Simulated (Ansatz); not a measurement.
Isolated molecules relaxed with PBE0-D4/def2-TZVP in Ansatz; ΔE leaves out vibrations. CBS: MP2 limit from def2 TZ/QZ plus the TZ coupled-cluster correction, frozen cores. This one scheme is used for every species. Functionals use def2-TZVPP. B3LYP here is the variant with VWN-RPA as its local correlation; programs differ in this. Elements past krypton have def2 core potentials. For Sn outer-core shells are correlated without core-valence functions, which leaves a few kJ/mol of doubt a bond. Each species was taken in one conformer, which may not be the lowest.

`[CH3][SnH2][BH][SiH3]` + CH₃SH → `CSB[SiH3]` + `[CH3][SnH3]`  (cleavage of the B–Sn bond)

`[CH3][SnH2][BH][SiH3]`:

```xyz
13

C     0.571   -0.678    1.907
Sn   -0.929   -1.152    0.449
B    -0.829    0.158   -1.379
Si    0.627    1.511   -1.612
H     1.563   -0.783    1.467
H     0.491   -1.348    2.763
H     0.447    0.350    2.251
H    -2.472   -1.049    1.193
H    -0.719   -2.787   -0.032
H    -1.713    0.062   -2.178
H     1.931    1.043   -1.063
H     0.183    2.666   -0.771
H     0.848    2.007   -2.998
```

CH₃SH:

```xyz
6

C     0.149    0.307   -0.353
S     0.361   -0.979    0.897
H    -0.530   -0.011   -1.143
H     1.135    0.472   -0.789
H    -0.195    1.242    0.089
H    -0.919   -1.031    1.299
```

`CSB[SiH3]`:

Cartesian coordinates in Å:
```
C 0.516 -2.330 0.353
S 0.567 -0.598 0.876
B -0.245 0.329 -0.361
Si -0.382 2.317 -0.114
H -0.006 -2.913 1.111
H 1.537 -2.701 0.260
H 0.001 -2.413 -0.602
H -0.697 -0.232 -1.316
H -1.814 2.732 -0.101
H 0.250 2.790 1.149
H 0.274 3.019 -1.254
```

`[CH3][SnH3]`:

Z-matrix (Å, degrees):
```
C
Sn 1 2.140
H 1 1.090 2 110.0
H 1 1.090 2 110.0 3 -120.0
H 1 1.090 2 110.0 3 120.0
H 2 1.709 1 110.1 3 -59.7
H 2 1.709 1 110.1 3 -179.7
H 2 1.709 1 110.1 3 60.3
```

```
             level  ΔE (kJ/mol)  difference from CCSD(T)/CBS
            PBE-D4       -128.9                        -12.7
           PBE0-D4       -125.3                         -9.1
          B3LYP-D4       -124.1                         -7.9
           ωB97X-V       -121.3                         -5.1
           ωB97M-V       -124.1                         -7.9
               PBE       -129.7                        -13.5
            r2SCAN       -130.7                        -14.5
              PBE0       -126.3                        -10.1
             B3LYP       -125.1                         -8.9
     HF/def2-TZVPP       -112.0                          4.2
    MP2/def2-TZVPP       -125.3                         -9.1
SCS-MP2/def2-TZVPP       -121.2                         -5.0
   CCSD/def2-TZVPP       -115.9                          0.3
CCSD(T)/def2-TZVPP       -120.4                         -4.2
    MP2/def2-QZVPP       -122.6                         -6.4
     MP2/CBS(def2)       -121.1                         -4.9
       CCSD(T)/CBS       -116.2                            0
```

Largest T1 diagnostic among the species: 0.015.

From PBE to PBE0 (25 % exact exchange), in def2-TZVPP and without D4, ΔE moves by +3.3 kJ/mol. In def2-TZVPP, CCSD(T) changes the Hartree–Fock value by −8.4 kJ/mol (the triples alone add −4.5 kJ/mol) and MP2 by −13.3 kJ/mol.
